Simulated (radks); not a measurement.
Results of a calculation; reference values are marked as such.
Effect of the nuclear size on neutral nickel, [Ar] 3d8 4s2. Level of theory: Dirac Kohn-Sham, PBE, spin-unpolarised, spherical densities, finite nucleus; open shells fill j = l - 1/2 first; Fermi nuclear charge, rms radius 3.7757 fm (a radial shooting solver on a logarithmic mesh with Libxc functionals). The rms radius is varied about that value; shifts are against it.

rms radius (fm)  total energy shift (eV)  density at nucleus (e/bohr^3)  1s1/2 shift (meV)  2s1/2 shift (meV)  2p1/2 shift (meV)  3s1/2 shift (meV)
3.1263                           -0.0498                       1.98e+04              -21.1              -1.96              0.188             -0.280
3.4283                           -0.0277                      1.971e+04              -11.8              -1.09              0.105             -0.156
3.7757                                 0                      1.961e+04              0.000              0.000              0.000              0.000
3.9683                            0.0165                      1.957e+04               6.99              0.650             -0.062              0.093
4.4025                            0.0565                      1.947e+04               24.0               2.23             -0.213              0.318

Slopes of the eigenvalues against <r^2> in GHz/fm^2, as finite differences over the two radii next to the reference (eigenvalue slopes, not the field-shift constants of lines): 1s1/2 1140, 2s1/2 106, 2p1/2 -10.1, 3s1/2 15.1.
